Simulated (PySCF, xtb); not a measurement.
B(Cl)(GeH3)(OMe) (CH₆BClGeO), SMILES CO[B](Cl)[GeH3].

GFN2-xTB (xtb) at its own geometry gives an orbital gap of 4.36 eV and a dipole moment of 3.30 D.

The structure is a stationary point at PBE-D3(BJ)/def2-SVP. The values are those of a single conformer.

Problem. What does r2SCAN/def2-TZVP (PySCF) give? (An estimate is asked for; the answer gives what the named calculation found.)

Solution. gap 5.40 eV (levels -7.10 and -1.70 eV), dipole 2.45 D.
